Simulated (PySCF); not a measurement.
Ga(F)(Et)(OH) (C2H6FGaO), SMILES C[CH2][Ga]([F])[OH]. Heavy atoms are numbered as in [Ga:1]([F:2])([CH2:3][CH3:4])[OH:10]. Hydrogens are named by the atom that carries them.

Geometry optimised at PBE0-D3(BJ)/def2-SVP. The structure was generated by enumeration; whether it is a known compound was not checked. One conformer was computed; it need not be the lowest.

Method: PySCF with PBE0/pcSseg-1.

GIAO shieldings, no solvent; atoms alike by connectivity are averaged. δ = σ(ref) − σ: ¹⁹F against CFCl3 (σ = 167.2 ppm); ¹³C against TMS (σ = 186.3 ppm); ¹H against TMS (σ = 31.56 ppm); ¹⁷O against H2O (σ = 334.2 ppm), references at their B3LYP-D3(BJ)/def2-TZVP geometries, non-relativistic.

| atoms | nucleus | count | δ (ppm) |
|---|---|---|---|
| F2 | ¹⁹F | 1 | … |
| C4 (CH3) | ¹³C | 1 | 12.4 |
| C3 (CH2) | ¹³C | 1 | 7.7 |
| H on O10 | ¹H | 1 | 3.11 |
| H on C4 | ¹H | 3 | … |
| H on C3 | ¹H | 2 | 1.26 |
| O10 (OH) | ¹⁷O | 1 | … |

Q: Fill in the missing entries. (Estimate from the structure and the level; the computed values follow.)

A: 
- H on C4, δ (ppm): 1.46
- F2, δ (ppm): -165.2
- O10 (OH), δ (ppm): 72.7
